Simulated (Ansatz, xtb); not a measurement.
Two isomers of C3H11FGaN

We compare I, `C[CH](C)[Ga@H-]([NH3+])[F]`, a singlet, with II, `CC[CH2][Ga@H-]([NH3+])[F]`, a singlet. Both are isolated molecules in the gas phase, relaxed with r2SCAN-D4/def2-SVP; the shapes shown needn't be the lowest conformers.

I (Å):

```xyz
17

C    -1.0100    2.0848   -1.0993
C     0.0737    1.0389   -1.3702
C    -0.2247    0.2226   -2.6299
F     0.0716    0.7886    1.7585
Ga    0.3337   -0.1190    0.2224
N    -1.6058   -0.9654    0.5059
H    -0.7897    2.6820   -0.2006
H    -1.9999    1.6160   -0.9384
H    -1.1344    2.7808   -1.9505
H     1.0328    1.5700   -1.5237
H    -1.1590   -0.3622   -2.5287
H     0.5794   -0.4948   -2.8647
H    -0.3593    0.8683   -3.5184
H     1.2975   -1.3465    0.4010
H    -2.3085   -0.7357   -0.1986
H    -1.8538   -0.4839    1.3757
H    -1.6386   -1.9709    0.6772
```

II (Å):

```xyz
17

C     2.1729   -0.0832   -1.5491
C     1.1888    0.3476   -0.4646
C     0.3487   -0.8174    0.0771
F     0.1067   -2.6190   -2.5034
Ga   -0.8165   -1.6614   -1.2806
N    -1.3713   -3.5225   -0.3952
H     2.7402    0.7724   -1.9491
H     2.9002   -0.8107   -1.1507
H     1.6589   -0.5821   -2.3878
H     0.5196    1.1315   -0.8670
H     1.7467    0.8334    0.3591
H     1.0208   -1.5982    0.4847
H    -0.2782   -0.4766    0.9222
H    -2.1693   -1.1205   -1.8689
H    -0.9847   -3.7033    0.5324
H    -0.9085   -4.1493   -1.0609
H    -2.3661   -3.7501   -0.3791
```

Estimate E(II) − E(I) at the level CCSD(T)/def2-SVP + ΔMP2/def2-TZVPP.

Too close to call at this level: CCSD(T)/def2-SVP + ΔMP2/def2-TZVPP gives E(II) − E(I) = −2.70 kJ/mol.

The same difference at several levels:

```
                             level            geometry  E(II) − E(I) (kJ/mol)  departure from the last row (kJ/mol)  job, with rough time for the two
                r2SCAN-D4/def2-SVP  r2SCAN-D4/def2-SVP                   −3.31                                 −0.61             optimisation, 3.5 min
                       HF/def2-SVP  r2SCAN-D4/def2-SVP                   −8.20                                 −5.49           part of the CCSD(T) run
                      MP2/def2-SVP  r2SCAN-D4/def2-SVP                   −2.64                                 +0.07           part of the CCSD(T) run
                  CCSD(T)/def2-SVP  r2SCAN-D4/def2-SVP                   −3.16                                 −0.46                      single point
CCSD(T)/def2-SVP + ΔMP2/def2-TZVPP  r2SCAN-D4/def2-SVP                   −2.70                                                   single point, 1.9 min
```

As drawn, both hold the same kinds of bond in the same numbers. Structure I has 2 methyl groups, II 1.

The largest departure from CCSD(T)/def2-SVP + ΔMP2/def2-TZVPP is that of HF/def2-SVP, 5.49 kJ/mol. Levels run at GFN2-xTB geometries aren't shown. The last row adds to CCSD(T) the change of the MP2 difference between the two basis sets, here +0.46 kJ/mol.

With thermal terms from frequencies at re-optimised GFN2-xTB minima (ideal gas, soft modes damped towards free rotors, one conformer each, 298.15 K, 1 atm): on the last row, ΔE + ΔZPE = −2.41, ΔH = −3.01, ΔG = −2.86 kJ/mol.

The correlated steps freeze 14 core orbitals; the filled d shell of Ga is correlated, in a basis made for valence electrons. Programs: Ansatz 0.2.0, xtb 6.7.1; the last row on 4 threads of Arm Neoverse V2 on a shared host.
